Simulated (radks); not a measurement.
Trend from Lu2+ to Hg2+: ionisation energy by Delta-SCF between NIST ground configurations, and size. All-electron calculation, Dirac Kohn-Sham, BLYP, spin-unpolarised, spherical densities, point nucleus; open shells fill j = l - 1/2 first. Program: a radial shooting solver on a logarithmic mesh with Libxc functionals.

| species | configuration | configuration of the ion | IE (eV) | NIST (eV) | kind | -e(HOMO) (eV) | outermost | <r> outermost (bohr) | r at 0.001 e/bohr^3 (bohr) |
|---|---|---|---|---|---|---|---|---|---|
| Lu2+ | [Xe] 4f14 6s1 | [Xe] 4f14 | 21.270 | 20.959 | exp. | 17.692 (6s1/2) | 6s1/2 | 3.05 | 4.05 |
| Hf2+ | [Xe] 4f14 5d2 | [Xe] 4f14 5d1 | 22.070 | 22.55 | theory | 16.915 (5d3/2) | 5d3/2 | 2.10 | 3.72 |
| Ta2+ | [Xe] 4f14 5d3 | [Xe] 4f14 5d2 | 23.849 | 23 | theory | 18.493 (5d3/2) | 5d3/2 | 1.98 | 3.75 |
| W2+ | [Xe] 4f14 5d4 | [Xe] 4f14 5d3 | 25.603 | 26.0 | semi-emp. | 20.040 (5d3/2) | 5d3/2 | 1.87 | 3.74 |
| Re2+ | [Xe] 4f14 5d5 | [Xe] 4f14 5d4 | 26.370 | 27 | theory | 20.721 (5d5/2) | 5d5/2 | 1.83 | 3.72 |
| Os2+ | [Xe] 4f14 5d6 | [Xe] 4f14 5d5 | 28.048 | 25 | theory | 22.191 (5d5/2) | 5d5/2 | 1.74 | 3.68 |
| Ir2+ | [Xe] 4f14 5d7 | [Xe] 4f14 5d6 | 29.703 | 28 | theory | 23.640 (5d5/2) | 5d5/2 | 1.66 | 3.63 |
| Pt2+ | [Xe] 4f14 5d8 | [Xe] 4f14 5d7 | 31.340 | 29 | theory | 25.073 (5d5/2) | 5d5/2 | 1.59 | 3.58 |
| Au2+ | [Xe] 4f14 5d9 | [Xe] 4f14 5d8 | 32.963 | 30 | theory | 26.494 (5d5/2) | 5d5/2 | 1.53 | 3.53 |
| Hg2+ | [Xe] 4f14 5d10 | [Xe] 4f14 5d9 | 34.574 | 34.49 | exp. | 27.906 (5d5/2) | 5d5/2 | 1.47 | 3.48 |

Reference values: NIST Atomic Spectra Database (exp. = measured, semi-emp. = semi-empirical, theory = theoretical value adopted there). Spin polarisation and multiplet splitting are left out, so open shells lie too high by an amount that depends on their filling.

Beside tabulated values, note that spin-unpolarised runs miss the spin-polarisation part of the exchange energy of open shells.
